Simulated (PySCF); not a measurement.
Energy of Li²⁺ (lithium, charge +2) between two integer charges

The 1s alpha orbital of 1s1 is emptied in steps (occupation f), with all orbitals relaxed, ending at no electrons. Calculation: PySCF 2.14, in x2c-TZVPall (5s3p, 14 functions); the spin-free X2C one-electron Hamiltonian (Gaussian nucleus). The exact energy is a straight line in f; departures are measured from the line between the end points of the same method.

```csv
f,UHF (eV)
1,0.000
0.8,0.000
0.6,0.000
0.4,0.000
0.2,0.000
0,0.000
```

| method | E(f=0) − E(f=1) (eV) | −ε at f=1 (eV) | −ε at f=0.4 (eV) |
| --- | --- | --- | --- |
| UHF | 122.43 | 122.43 | 122.43 |

Orbital energy along the path (eV):

```csv
f,UHF
1,-122.43
0.8,-122.43
0.6,-122.43
0.4,-122.43
0.2,-122.43
0,-122.43
```

Reference removal energy between the ground levels: 122.45 eV (theoretical estimate listed by NIST; NIST Atomic Spectra Database, ionization energies). UHF lacks correlation.
